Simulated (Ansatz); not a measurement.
Input for Ansatz (a first-principles code): R-PBE/def2-TZVPP on CH5AlO2 (SMILES [CH3][Al]([OH])[OH]), a point of a torsion scan.

Ansatz 0.2 input:
```yaml
crystal:
  periodic: [false, false, false]
  atoms:
    - {symbol: C, position_ang: [-1.40819922, -0.06050363, 0.21048261]}
    - {symbol: Al, position_ang: [0.47834981, -0.00099627, -0.42935854]}
    - {symbol: O, position_ang: [1.52850533, -1.14267523, 0.12379418]}
    - {symbol: O, position_ang: [0.88573881, 1.18150916, -1.50082743]}
    - {symbol: H, position_ang: [-1.49892991, -0.63099439, 1.13149856]}
    - {symbol: H, position_ang: [-2.05185076, -0.53006749, -0.53128240]}
    - {symbol: H, position_ang: [-1.79752445, 0.94089281, 0.37965394]}
    - {symbol: H, position_ang: [2.14410151, -1.79169748, 0.42741433]}
    - {symbol: H, position_ang: [1.14778446, 1.84624477, -2.11877368]}
basis:
  gaussian:
    orbitals: def2-TZVPP
hamiltonian:
  xc: {name: PBE}
scf: {lower_state_search: off}
```

The log:

```
WARN ansatz: RAYON_NUM_THREADS=1 ignored (pool sized by the plan → 1); use --threads N
Functional definition: PBE
these checks for a lower state are left out or cut short: stability, starts, cluster_reference, orbital_swaps, neighbouring_geometries, increment
integrals: 0.10 GiB planned
1046 factors; their error is unknown
mean field: 0.75 GiB planned
mean field evaluation 1: about -11782.5101 eV, gradient 1.1e2 eV
mean field evaluation 2: about -11707.6927 eV, gradient 2.1e2 eV
mean field evaluation 4: about -11804.3067 eV, gradient 2.3e1 eV
mean field evaluation 8: about -11805.5007 eV, gradient 3.2e-1 eV
mean field evaluation 16: about -11805.5009 eV, gradient 1.1e-5 eV
mean field -11805.50085224 eV, -433.8441542639 hartree, gradient 3.3e-6 eV, S^2 0.000000; 0 other end points of the search recorded, 0 dependent functions left out
reference -11805.50089988 eV, -433.8441560146 hartree; 20, 20 occupied and 185, 185 virtual orbitals, 1046 factors
Total energy: -11805.50089988 eV, -433.8441560146 hartree
Checks for a lower state left out: stability, starts, cluster_reference, orbital_swaps, neighbouring_geometries, increment
```

Self-consistency was reached.

Cost: about 2.2 core-seconds (a rough figure).
